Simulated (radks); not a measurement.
Q: Radial electron density D(r) = 4 pi r^2 rho(r) of an atom or ion with 60 electrons. Calculated with a radial shooting solver on a logarithmic mesh with Libxc functionals: scalar-relativistic Kohn-Sham, BLYP, spin-polarised, spherical densities, finite nucleus; Fermi nuclear charge, rms radius of each element as measured or else 0.836 A^(1/3) + 0.57 fm.

```
   r/bohr * D(r) (the largest magnitude, 107, reaches the edge; | marks zero)
 0.002428 |      *
  0.00285 |        *
 0.003317 |          *
 0.003862 |             *
 0.004532 |                *
 0.005276 |                   *
 0.006142 |                       *
 0.007208 |                           *
 0.008391 |                               *
 0.009769 |                                   *
  0.01146 |                                      *
  0.01335 |                                        *
  0.01554 |                                         *
  0.01823 |                                        *
  0.02123 |                                       *
  0.02471 |                                     *
    0.029 |                                    *
  0.03376 |                                    *
   0.0393 |                                      *
  0.04612 |                                           *
  0.05369 |                                                *
   0.0625 |                                                     *
  0.07335 |                                                      *
  0.08539 |                                                   *
   0.0994 |                                              *
   0.1167 |                                         *
   0.1358 |                                        *
   0.1581 |                                           *
   0.1855 |                                              *
    0.216 |                                              *
   0.2514 |                                        *
   0.2951 |                             *
   0.3435 |                    *
   0.3999 |                  *
   0.4693 |                   *
   0.5463 |                     *
    0.636 |                   *
   0.7463 |               *
   0.8689 |          *
    1.011 |      *
    1.187 |     *
    1.382 |    *
    1.609 |   *
    1.888 | *
    2.198 |*
    2.559 |*
    3.002 |*
    3.495 *
    4.069 *
    4.775 *
    5.559 *
    6.472 *
    7.595 *
    8.841 *
    10.29 *
    12.08 *
```

What is the nuclear charge?

A: Z = 61. The innermost maximum, from 1s, lies near gamma/Z bohr with gamma = sqrt(1 - (Z/c)^2) = 0.895, here 0.0147 bohr (found: 0.0160), and its height grows with Z. The density is that of the promethium ion Pm+ in [Xe] 4f4 6s1 6p1; the configuration itself is not fixed sharply by these data, and Z only to a few units. D(r) has 4 maxima, at r = 0.0160, 0.0716, 0.201, 0.551 bohr, and minima at 0.0309, 0.132, 0.400 bohr, inside which lie 1.95, 11.13, 29.13 electrons.
